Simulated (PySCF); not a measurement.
# A search over the determinants of BeH⁺

Unrestricted PBE0; PySCF, no relativity, basis sets Be def2-SVPD, H def2-SVPD. Outer shells of the fragments: Be+ 2s1; H 1s1.

Followed along the bond (rough minima from three points):

| 2Ms+1 | unpaired | ⟨S²⟩ at the start | R at minimum (Å) | Te (eV) |
| --- | --- | --- | --- | --- |
| 1 | none | 0.00 | 1.32 | 0.00 |
| 3 | σ ↑↑ | 2.00 | none in the scan | ≤ 3.58 |

Solutions found at the starting distance of 1.380 Å, counted from the lowest of them; the search is not exhaustive and high or unbound solutions are not listed, so other states can lie among these:

```json
{"2Ms+1": "1", "unpaired": "none", "term": "¹Σ⁺", "E (eV)": "0.00", "⟨S²⟩": "0.00", "⟨Lz²⟩": "0.00", "μ (D)": "-2.94"}
{"2Ms+1": "3", "unpaired": "σ ↑↑", "term": "³Σ⁺", "E (eV)": "3.89", "⟨S²⟩": "2.00", "⟨Lz²⟩": "0.00", "μ (D)": "2.83"}
{"2Ms+1": "3", "unpaired": "σ ↑, π ↑", "term": "³Π", "E (eV)": "5.51", "⟨S²⟩": "2.00", "⟨Lz²⟩": "1.00", "μ (D)": "0.25"}
```

A term symbol is given only where ⟨S²⟩ and ⟨Lz²⟩ are close to those of a pure state; real π, δ and φ orbitals otherwise mix terms. A positive dipole points towards H; it is taken about the centre of mass and depends on that origin.
